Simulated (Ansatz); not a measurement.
The first iterations of a band of CH6Si + FH + H2O (13 atoms, charge 0, multiplicity 1).

Theory: RKS B3LYP-D4/def2-SVP (Ansatz 0.2.0).

| Quantity | Value |
| --- | --- |
| movable images | 7 |
| climbing image | yes |
| spring | 5.0 eV/Å² |
| optimiser | quadratic models (default) |
| start path | through a guess of the saddle point |
| force threshold | 0.03 eV/Å |
| iteration limit | 60 |
| end points | relaxed |

Image 0:

```xyz
13
Properties=species:S:1:pos:R:3
Si -0.606 -0.826 -1.015
C 1.055 0.053 -0.967
H -0.542 -2.028 -1.901
H -1.726 0.041 -1.460
H -0.948 -1.371 0.348
H -0.397 1.040 1.785
O -0.974 1.530 1.177
H 0.008 -0.995 1.564
F 0.542 -0.559 2.203
H 1.342 0.400 -1.972
H 1.848 -0.612 -0.592
H 0.972 0.919 -0.297
H -0.574 2.408 1.127
```

Image 8:

```xyz
13
Properties=species:S:1:pos:R:3
Si -1.854 -0.688 -0.343
C 2.003 0.479 -0.431
H -0.791 -1.616 -0.811
H -2.689 -0.272 -1.506
H -2.690 -1.315 0.706
H -0.348 0.092 1.687
O -1.186 0.693 0.387
H 1.530 0.069 0.470
F 0.123 -0.536 2.218
H 1.856 1.570 -0.477
H 1.575 0.009 -1.329
H 3.083 0.275 -0.404
H -0.612 1.241 -0.165
```

| iteration | highest image above the first end (eV) | largest band force component (eV/Å) |
| --- | --- | --- |
| 1 | 9.131 | 27.711 |
| 2 | 2.002 | 5.755 |
| 3 | 1.912 | 4.213 |
| 4 | 1.914 | 2.053 |
| 5 | 1.698 | 1.538 |
| 6 | 1.262 | 1.204 |
| 7 | 1.291 | 1.347 |
| 8 | 1.309 | 1.426 |

Task: Does the band converge within its limit, and where does its top end?

Result: The forces met the threshold. It ended after 25 iterations with the highest image 1.770 eV above the first end. Neighbouring images differ by up to 2.0 eV, so the band resolves the path poorly. A vibrational analysis at the climbing image gives one clearly imaginary mode, 1083i cm⁻¹: a first-order saddle point. The orbitals stay closed-shell, which can raise the energy where a bond breaks towards radicals; this wasn't checked here.

Run time: 7 min on 2 threads of Arm Neoverse V1, on a shared host, peak memory 0.24 GiB.
